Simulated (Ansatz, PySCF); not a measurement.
Reaction (SMILES): NN (N2H4) -> 2 [NH2] (NH2) (the N-N bond at the site shown breaks; other sites are not compared here)
Structures are relaxed separately at B3LYP-D3(BJ)/def2-TZVP in Ansatz (an electronic-structure program), one conformer each, not searched for the lowest. Frequencies are from Ansatz or PySCF.

Property: bond dissociation energy (enthalpy at 298 K, with B3LYP-D3(BJ) rigid-rotor harmonic-oscillator terms), in kcal/mol. Correlated levels leave the core frozen unless marked. UHF or UKS for open shells. Spin-orbit coupling is left out. No relativistic terms. Basis-set limits of correlation are two-point, X^-3; Hartree-Fock from the larger set.

Level to compare with: CCSD(T)/CBS(def2-TZVPPD,def2-QZVPPD) (Ansatz), 65.3 kcal/mol. It is a level with limits of its own, and the differences hold the functionals' basis error too.

Rank these functionals by how close they come to CCSD(T)/CBS(def2-TZVPPD,def2-QZVPPD), closest first: wB97X/def2-TZVPD (Ansatz); TPSS/def2-TZVPD (PySCF); revPBE/def2-TZVPD (Ansatz).

wB97X/def2-TZVPD (range-separated hybrid, 66.2 kcal/mol, difference 0.9), revPBE/def2-TZVPD (GGA, 60.9 kcal/mol, difference -4.4), TPSS/def2-TZVPD (meta-GGA, 59.6 kcal/mol, difference -5.7)
